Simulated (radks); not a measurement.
The numbers below are computed, except where a source is named.
Isoelectronic series with 12 electrons, each ion in its NIST ground configuration. Level of theory: non-relativistic Kohn-Sham, PBEsol, spin-polarised, spherical densities, point nucleus (a radial shooting solver on a logarithmic mesh with Libxc functionals). Total energies (hartree) and orbital eigenvalues (eV):

[
 {"ion": "Mg", "configuration": "[Ne] 3s2", "E (hartree)": "-199.51737", "3s": "-4.6727", "2p": "-46.5930", "2s": "-79.3015"},
 {"ion": "Al+", "configuration": "[Ne] 3s2", "E (hartree)": "-241.52747", "3s": "-14.7486", "2p": "-77.9272", "2s": "-115.7376"},
 {"ion": "Si2+", "configuration": "[Ne] 3s2", "E (hartree)": "-287.79639", "3s": "-28.4307", "2p": "-116.7925", "2s": "-159.7625"},
 {"ion": "P3+", "configuration": "[Ne] 3s2", "E (hartree)": "-338.31007", "3s": "-45.4444", "2p": "-162.8356", "2s": "-211.0034"},
 {"ion": "S4+", "configuration": "[Ne] 3s2", "E (hartree)": "-393.06130", "3s": "-65.6707", "2p": "-215.9104", "2s": "-269.3021"},
 {"ion": "Cl5+", "configuration": "[Ne] 3s2", "E (hartree)": "-452.04582", "3s": "-89.0472", "2p": "-275.9417", "2s": "-334.5759"},
 {"ion": "Ar6+", "configuration": "[Ne] 3s2", "E (hartree)": "-515.26089", "3s": "-115.5372", "2p": "-342.8856", "2s": "-406.7760"},
 {"ion": "K7+", "configuration": "[Ne] 3s2", "E (hartree)": "-582.70464", "3s": "-145.1172", "2p": "-416.7143", "2s": "-485.8708"},
 {"ion": "Ca8+", "configuration": "[Ne] 3s2", "E (hartree)": "-654.37573", "3s": "-177.7716", "2p": "-497.4088", "2s": "-571.8392"},
 {"ion": "Sc9+", "configuration": "[Ne] 3s2", "E (hartree)": "-730.27319", "3s": "-213.4894", "2p": "-584.9560", "2s": "-664.6662"},
 {"ion": "Ti10+", "configuration": "[Ne] 3s2", "E (hartree)": "-810.39628", "3s": "-252.2626", "2p": "-679.3461", "2s": "-764.3409"},
 {"ion": "V11+", "configuration": "[Ne] 3s2", "E (hartree)": "-894.74442", "3s": "-294.0851", "2p": "-780.5719", "2s": "-870.8550"}
]
